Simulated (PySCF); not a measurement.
Species: InCl2(iPr), C3H7Cl2In.
Structure used (PBE0-D3(BJ)/def2-SVP), in Å, numbered top down from 1:
```
atom  x, y, z in Å
In1    1.3458    1.3537   -0.0727
Cl2    3.6476    1.7089    0.2278
Cl3    0.1682    3.3610   -0.4300
C4     0.2158   -0.4973   -0.0290
C5    -0.7257   -0.5294   -1.2243
C6    -0.5100   -0.6000    1.3060
H7     0.9708   -1.2948   -0.1121
H8    -0.1888   -0.4969   -2.1850
H9    -1.4330    0.3153   -1.2092
H10   -1.3239   -1.4578   -1.2126
H11   -1.0932   -1.5372    1.3490
H12    0.1800   -0.6059    2.1641
H13   -1.2229    0.2280    1.4502
```

Theory: PBE0-D3(BJ)/def2-SVP geometry optimisation, gas phase, def2 core potentials past Kr in PySCF 2.14.0.

**Question.** Which atoms are bound to In1, and at what distances?

**Answer.** 3 atoms: C4 2.169 Å, Cl2 2.348 Å, Cl3 2.355 Å. The nearest atom not counted as bound is H7, at 2.68 Å.

**Question.** List the angles at In1.

**Answer.** 
| angle | degrees | distance of the outer atoms (Å) |
| --- | --- | --- |
| Cl2–In1–C4 | 129.6 | 4.09 |
| Cl3–In1–C4 | 118.0 | 3.88 |
| Cl2–In1–Cl3 | 112.4 | 3.91 |

**Question.** What is the shape at In1?

**Answer.** Planar: angles 129.6°, 118.0° and 112.4°, sum 360.0°, 0.01 Å off the plane of its three neighbours.

**Question.** What are the other bond lengths?

**Answer.** C4–C5, C4–C6 1.522 Å; C4–H7 1.101 Å; C5–H8 and 5 like bonds 1.103 Å.

**Question.** Give some angles away from the centre.

**Answer.** In1–C4–C5 108.9°, C5–C4–C6 113.1°.

**Question.** What are the rotational constants (commonest isotopes, rigid rotor)?

**Answer.** A = 1644, B = 1046, C = 735.5 MHz: an asymmetric top.

Point group: C1 (no symmetry element, even within 0.4 Å). Charge 0, singlet. No PBE0-D3(BJ)/def2-SVP frequencies stand behind this structure, so it isn't proved a minimum.

On one thread, Arm Neoverse N1 (aarch64), shared host with 64 logical CPUs at a one-minute load of 61, this took 3.3 min and 0.52 GiB of memory at its peak. That covers the optimisation of the geometry.

One conformer stands for the species.
